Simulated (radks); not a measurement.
The numbers below are computed, except where a source is named.
Problem. These are the eigenvalues of the occupied orbitals of an atom or ion with whole-number occupations (Ry). Level of theory: scalar-relativistic Kohn-Sham, LDA (Slater exchange, Perdew-Wang correlation), spin-unpolarised, spherical densities, finite nucleus; Fermi nuclear charge, rms radius of each element as measured or else 0.836 A^(1/3) + 0.57 fm (a radial shooting solver on a logarithmic mesh with Libxc functionals).

orbital  eigenvalue
1s        -3306.464
2s        -538.4939
2p        -481.2715
3s        -118.1379
3p        -100.1630
3d        -75.44987
4s        -24.22473
4p        -18.32172
4d         -9.97911
5s         -4.06208
5p         -2.64260
4f         -1.13769

Which element is it, and in what charge state? The configuration may be excited.

Solution. Z = 61, promethium, charge +2: Pm2+ in [Xe] 4f5. The list shows which subshells hold electrons but not how many an open one holds; the 1s level, -1653.2 hartree, gives Z - s = 57.5 by -(Z - s)^2/2, which with screening and relativity narrows Z to a few neighbours, and the depths of the outer levels then fix element, charge and occupations together.
